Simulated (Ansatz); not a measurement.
Z-matrix (Å, degrees):
```
C
C 1 1.519
H 1 1.092 2 111.6
H 1 1.094 2 111.1 3 120.2
H 1 1.094 2 111.1 3 -120.2
C 2 1.520 1 113.0 3 180.0
H 2 1.096 1 109.7 3 57.9
H 2 1.096 1 109.7 3 -58.0
C 6 1.518 2 112.9 1 179.5
H 6 1.098 2 109.2 1 -58.3
H 6 1.096 2 108.9 1 57.0
C 9 1.517 6 114.2 2 174.7
H 9 1.095 6 109.7 2 54.1
H 9 1.095 6 110.2 2 -62.4
O 12 1.421 9 106.1 6 -177.5
C 12 1.526 9 114.5 6 59.4
H 12 1.102 9 107.9 6 -60.4
H 15 0.961 12 108.2 9 178.4
C 16 1.519 12 114.5 9 56.5
H 16 1.098 12 107.7 9 178.7
H 16 1.095 12 108.8 9 -67.4
H 19 1.092 16 110.9 12 172.6
H 19 1.093 16 111.6 12 -67.6
H 19 1.092 16 110.9 12 52.5
```

Charge 0, multiplicity 1.

Question: List the PBE/def2-TZVPP orbital energies in eV (Ansatz). (Estimate.)

Answer: Computed: Occupied: -510.02, -270.05, -268.78, -268.71, -268.70, -268.56, -268.50, -268.48, -25.42, -20.04, -19.19, -18.07, -16.52, -15.45, -14.35, -13.58, -12.28, -11.77, -11.15, -11.06, -10.22, -9.98, -9.61, -9.10, -8.95, -8.78, -8.10, -8.03, -7.97, -7.89, -7.57, -7.23, -6.07. Lowest empty: 0.15, 0.42, 0.98, 1.21, 1.26, 1.86, 1.97, 2.31.
